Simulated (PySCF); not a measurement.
F2Ge, charge +1, doublet, at a GFN2-xTB geometry (a state made from the parent by changing its charge; the spin is typed, not shown lowest). Base run: PBE/def2-SVP run with PySCF.

Input for PySCF:
```python
from pyscf import gto, scf, dft

mol = gto.Mole()
mol.atom = '''
    Ge    0.009689   -0.006771    0.301893
    F     0.795187    1.454606   -0.530416
    F    -0.829637   -1.430529   -0.542983
'''
mol.basis = 'def2-svp'
mol.charge = 1
mol.spin = 1
mol.verbose = 4
mol.build()

mf = dft.UKS(mol)
mf.xc = 'pbe'
mf.kernel()
mf.analyze()
```

Variants of this job, named by their change:

| change | basis functions | E (Eh) | HOMO (eV) |
|---|---|---|---|
| base | 60 | -2275.42298 | -15.99 |
| basis = cc-pVDZ-DK; relativity = spin-free X2C | 55 | -2297.76989 | -16.04 |
| basis = jorge-DZP-DKH; relativity = spin-free X2C; nucleus = Gaussian (with mol.nucmod = 'G') | 73 | -2297.76468 | -16.14 |
| basis = cc-pVDZ-DK; relativity = spin-free X2C; nucleus = Gaussian (with mol.nucmod = 'G') | 55 | -2297.75823 | -16.04 |
| basis = jorge-DZP-DKH; relativity = none | 73 | -2270.75016 | -16.01 |
| basis = cc-pVDZ-DK; relativity = none | 55 | -2263.98866 | -15.83 |
| basis = x2c-SVPall; relativity = spin-free X2C; nucleus = Gaussian (with mol.nucmod = 'G') | 60 | -2297.31448 | -16.10 |
| basis = jorge-DZP-DKH; relativity = spin-free X2C | 73 | -2297.77662 | -16.14 |
| basis = x2c-SVPall; relativity = spin-free X2C | 60 | -2297.32486 | -16.10 |
| basis = x2c-SVPall; relativity = none | 60 | -2266.94621 | -15.88 |

Totals shift with the method and basis; they matter in differences.

Open shells are given as the SCF converged; they aren't shown to be the lowest states, and a large step between rows can be another state.

Basis sets contracted for a relativistic Hamiltonian are a mismatch without it, so the rows without relativity aren't non-relativistic limits. No row has spin-orbit coupling; sets with core potentials leave out the core electrons.
